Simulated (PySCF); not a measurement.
## Two-dimensional NMR puzzle

Compound of formula C5H13NSi3. Correlations simulated from computed shifts and the bond graph:

HSQC (one-bond C–H):
```
  δH    δC
1.41   3.5
0.82  11.4
0.81  11.4
```

COSY cross peaks (H two or three bonds apart, from the bond graph; peaks can be absent where the dihedral angle is near 90°):
```
  δH    δH
1.41  0.82
1.41  0.81
0.82  0.81
```

HMBC (two and three bonds, from the bond graph):
```
  δH                 δC
5.08        124.3, 78.4
1.41  124.3, 78.4, 11.4
0.82   124.3, 11.4, 3.5
0.81   124.3, 11.4, 3.5
```

Carbons without hydrogens: δ 124.3, 78.4.

[PySCF 2.14: GFN2-xTB geometry; σ from GIAO-PBE0/pcSseg-1; isolated molecule; rapidly exchanging positions averaged; one computed conformer; relativity neglected]

Scale: 1H, 13C against TMS (reference shieldings calculated alike).

Exchangeable hydrogens are left out of these lists.

Assemble the structure.

Results:

SMILES C([SiH2]N([SiH3])[SiH3])#CC1CC1.

Atoms are numbered as in `[SiH3:1][N:2]([SiH3:3])[SiH2:4][C:5]#[C:6][CH:7]1[CH2:8][CH2:9]1`. Hydrogens are named by the atom that carries them. Ha(C8), Ha(C9) are cis to C6 on the ring; Hb(C8), Hb(C9) are trans to C6 on the ring.

δC 124.3 is C6, an alkyne carbon. δC 78.4 is C5, an alkyne carbon. δC 11.4 is C8/C9, a three-membered-ring carbon (δH 0.82, 0.81). δC 3.5 is C7, a three-membered-ring carbon (δH 1.41). HMBC from δH 5.08 reaches the proton-free carbons C6, C5. HMBC from δH 1.41 reaches the proton-free carbons C6, C5. HMBC from δH 0.82 reaches the proton-free carbon C6. HMBC from δH 0.81 reaches the proton-free carbon C6. COSY links 1.41–0.82, 1.41–0.81, 0.82–0.81.

The shifts were computed for this structure.

Shifts are as computed. Against solution values, carbons near 30 ppm lie about +3 ppm off and those near 130 ppm about +5 ppm. Of 1211 compounds with measured shifts, 218 miss one by over three times the rms of a fit or turn the order of signals round; such compounds aren't used in these exercises.
